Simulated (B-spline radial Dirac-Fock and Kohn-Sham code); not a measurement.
## The M4-N45N45 Auger spectrum of Ta⁷⁺

System: the Ta⁷⁺ ion in the configuration [Kr] 4d10 4f13 5s2 5p5.

Calculated with a radial B-spline solver, using Dirac-Fock energy differences between relaxed states, corrected for Breit and QED terms. The two-hole levels come from diagonalising the Coulomb interaction among the jj configurations; intensities are independent-particle Coulomb rates. Kinetic energies are from the vacuum level. No correlation. Open outer shells are spectators and are not coupled to the holes.

| kinetic energy (eV) | J | leading jj holes (weight) | leading LS term (weight) | intensity (%) |
| --- | --- | --- | --- | --- |
| 1153.3 | 0 | N4N4 (0.95) | ¹S0 (0.63) | 8.1 |
| 1162.1 | 2 | N4N4 (0.97) | ³F2 (0.51) | 25.5 |
| 1170.2 | 4 | N4N5 (0.98) | ¹G4 (0.91) | 29.2 |
| 1171.0 | 1 | N4N5 (1.00) | ³P1 (1.00) | 8.9 |
| 1172.6 | 2 | N4N5 (0.96) | ³P2 (0.51) | 12.9 |
| 1175.7 | 3 | N4N5 (1.00) | ³F3 (1.00) | 14.5 |
| 1177.5 | 0 | N5N5 (0.95) | ³P0 (0.63) | 0.1 |
| 1183.5 | 2 | N5N5 (0.99) | ¹D2 (0.50) | 0.5 |
| 1186.6 | 4 | N5N5 (0.98) | ³F4 (0.91) | 0.3 |

The strongest line, by its leading LS label ¹G4, lies at 1170.2 eV. The mean weight of the leading component is 0.97 in jj and 0.73 in LS coupling, so jj labels describe these levels better.

Run: 50 s of CPU time on 1 thread of Intel(R) Xeon(R) Platinum 8375C CPU @ 2.90GHz (shared host), peak memory 0.52 GiB.
